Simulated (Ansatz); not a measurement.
The cluster Na3I4⁻. Total charge -1; singlet. Geometry r2SCAN-D4/def2-SVPD.

```tsv
atom	x (Å)	y (Å)	z (Å)
Na1	-1.783	-0.880	0.695
Na2	0.685	1.792	0.871
Na3	1.277	-1.098	-1.265
I4	-1.372	-2.383	-1.877
I5	2.377	1.679	-1.612
I6	-2.272	2.011	1.366
I7	1.087	-1.122	1.822
```

In the def2 sets I takes a core potential; there is no spin–orbit coupling. LC-ωPBE has ω = 0.4 bohr⁻¹. The structure comes from a short search, and lower isomers may exist.

Problem. Estimate the orbital energies around the gap (eV) in Ansatz with PBE-D4/def2-TZVPD, r2SCAN-D4/def2-TZVPD, PBE0-D4/def2-TZVPD, BHLYP-D4/def2-TZVPD, LC-ωPBE/def2-TZVPD.

Solution. 
```json
{"orbital": "HOMO−9", "PBE-D4/def2-TZVPD": "-3.37", "r2SCAN-D4/def2-TZVPD": "-3.62", "PBE0-D4/def2-TZVPD": "-4.48", "BHLYP-D4/def2-TZVPD": "-5.42", "LC-ωPBE/def2-TZVPD": "-7.09"}
{"orbital": "HOMO−8", "PBE-D4/def2-TZVPD": "-3.00", "r2SCAN-D4/def2-TZVPD": "-3.27", "PBE0-D4/def2-TZVPD": "-4.08", "BHLYP-D4/def2-TZVPD": "-5.00", "LC-ωPBE/def2-TZVPD": "-6.62"}
{"orbital": "HOMO−7", "PBE-D4/def2-TZVPD": "-3.00", "r2SCAN-D4/def2-TZVPD": "-3.27", "PBE0-D4/def2-TZVPD": "-4.08", "BHLYP-D4/def2-TZVPD": "-5.00", "LC-ωPBE/def2-TZVPD": "-6.62"}
{"orbital": "HOMO−6", "PBE-D4/def2-TZVPD": "-2.88", "r2SCAN-D4/def2-TZVPD": "-3.15", "PBE0-D4/def2-TZVPD": "-3.95", "BHLYP-D4/def2-TZVPD": "-4.86", "LC-ωPBE/def2-TZVPD": "-6.47"}
{"orbital": "HOMO−5", "PBE-D4/def2-TZVPD": "-2.87", "r2SCAN-D4/def2-TZVPD": "-3.13", "PBE0-D4/def2-TZVPD": "-3.94", "BHLYP-D4/def2-TZVPD": "-4.85", "LC-ωPBE/def2-TZVPD": "-6.47"}
{"orbital": "HOMO−4", "PBE-D4/def2-TZVPD": "-2.79", "r2SCAN-D4/def2-TZVPD": "-3.06", "PBE0-D4/def2-TZVPD": "-3.86", "BHLYP-D4/def2-TZVPD": "-4.76", "LC-ωPBE/def2-TZVPD": "-6.35"}
{"orbital": "HOMO−3", "PBE-D4/def2-TZVPD": "-2.79", "r2SCAN-D4/def2-TZVPD": "-3.06", "PBE0-D4/def2-TZVPD": "-3.85", "BHLYP-D4/def2-TZVPD": "-4.76", "LC-ωPBE/def2-TZVPD": "-6.35"}
{"orbital": "HOMO−2", "PBE-D4/def2-TZVPD": "-2.64", "r2SCAN-D4/def2-TZVPD": "-2.90", "PBE0-D4/def2-TZVPD": "-3.70", "BHLYP-D4/def2-TZVPD": "-4.61", "LC-ωPBE/def2-TZVPD": "-6.21"}
{"orbital": "HOMO−1", "PBE-D4/def2-TZVPD": "-2.55", "r2SCAN-D4/def2-TZVPD": "-2.82", "PBE0-D4/def2-TZVPD": "-3.62", "BHLYP-D4/def2-TZVPD": "-4.53", "LC-ωPBE/def2-TZVPD": "-6.14"}
{"orbital": "HOMO", "PBE-D4/def2-TZVPD": "-2.55", "r2SCAN-D4/def2-TZVPD": "-2.82", "PBE0-D4/def2-TZVPD": "-3.62", "BHLYP-D4/def2-TZVPD": "-4.53", "LC-ωPBE/def2-TZVPD": "-6.14"}
{"orbital": "LUMO", "PBE-D4/def2-TZVPD": "1.24", "r2SCAN-D4/def2-TZVPD": "1.70", "PBE0-D4/def2-TZVPD": "1.69", "BHLYP-D4/def2-TZVPD": "1.93", "LC-ωPBE/def2-TZVPD": "2.32"}
{"orbital": "LUMO+1", "PBE-D4/def2-TZVPD": "1.73", "r2SCAN-D4/def2-TZVPD": "2.05", "PBE0-D4/def2-TZVPD": "2.00", "BHLYP-D4/def2-TZVPD": "2.09", "LC-ωPBE/def2-TZVPD": "2.33"}
{"orbital": "LUMO+2", "PBE-D4/def2-TZVPD": "1.73", "r2SCAN-D4/def2-TZVPD": "2.05", "PBE0-D4/def2-TZVPD": "2.00", "BHLYP-D4/def2-TZVPD": "2.09", "LC-ωPBE/def2-TZVPD": "2.33"}
{"orbital": "LUMO+3", "PBE-D4/def2-TZVPD": "2.06", "r2SCAN-D4/def2-TZVPD": "2.36", "PBE0-D4/def2-TZVPD": "2.27", "BHLYP-D4/def2-TZVPD": "2.36", "LC-ωPBE/def2-TZVPD": "2.62"}
{"orbital": "LUMO+4", "PBE-D4/def2-TZVPD": "2.21", "r2SCAN-D4/def2-TZVPD": "2.47", "PBE0-D4/def2-TZVPD": "2.39", "BHLYP-D4/def2-TZVPD": "2.44", "LC-ωPBE/def2-TZVPD": "2.64"}
{"orbital": "LUMO+5", "PBE-D4/def2-TZVPD": "2.21", "r2SCAN-D4/def2-TZVPD": "2.47", "PBE0-D4/def2-TZVPD": "2.39", "BHLYP-D4/def2-TZVPD": "2.44", "LC-ωPBE/def2-TZVPD": "2.64"}
```
